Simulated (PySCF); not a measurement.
## Bond length, frequency and bond energy of Sb2 by level of theory

State: ¹Σg⁺ (singlet), closed shell. Set-up: Sb cc-pVDZ-PP with ECP28; scalar-relativistic core potentials (PySCF 2.14). De refers to Sb + Sb in their high-spin ground configurations, without counterpoise correction.

| Level | Re (Å) | ωe (cm⁻¹) | De (eV) |
| --- | --- | --- | --- |
| RHF-MP2 | 2.569 | 237 | 2.28 |
| RHF-SCS-MP2 | 2.561 | 244 | 2.15 |
| RHF-CCSD | 2.520 | 279 | 1.76 |
| RHF-CCSD(T) | 2.547 | 260 | 2.11 |
| PBE | 2.516 | 278 | 3.13 |
| PBEsol | 2.498 | 285 | 3.40 |
| r²SCAN | 2.491 | 291 | 2.62 |
| r²SCANh | 2.481 | 298 | 2.47 |
| PBE0 | 2.478 | 300 | 2.60 |
| MN15 | 2.473 | 302 | 2.41 |

The bond length runs from 2.473 Å (MN15) to 2.569 Å (RHF-MP2). De spans 1.76 eV (RHF-CCSD, coupled cluster) to 3.40 eV (PBEsol, GGA).

Correlated steps freeze 8 core orbitals. Closed-shell solutions of metal pairs were not tested for spin polarisation, which can lower them a little. Correlated levels converge slowly with the basis: in double zeta they bind strong bonds too weakly, by up to about 1 eV, and carry superposition errors of some tenths. These are scalar-relativistic numbers at best; spin–orbit coupling would shift them, the dissociation energy most. Where the molecule has an RHF reference, its open-shell atoms are computed with UHF.
